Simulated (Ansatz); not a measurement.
Z-matrix (Å, degrees):
```
C
C 1 1.474
H 1 1.092 2 112.3
H 1 1.094 2 108.6 3 -122.8
H 1 1.094 2 108.5 3 122.6
O 2 1.260 1 120.3 3 -0.4
Al 2 1.940 1 169.0 3 179.9
H 7 1.581 2 117.3 1 -87.3
H 7 1.581 2 117.3 1 86.5
```

Charge 0, multiplicity 1. The bonds changed during the relaxation, so this is another structure than the one it started from.

Question: List the ωB97M-V/def2-TZVPP orbital energies in eV (Ansatz 0.2.0). (Best estimate.)

Answer: The calculation gave: Occupied: -1531.75, -527.38, -283.98, -281.96, -116.35, -75.97, -75.89, -75.82, -33.13, -24.17, -18.53, -16.82, -15.56, -15.49, -13.97, -13.59, -12.20, -10.38, -9.51. Lowest empty: 0.82, 1.33, 2.23, 2.96, 3.49, 3.58, 4.61, 4.89.
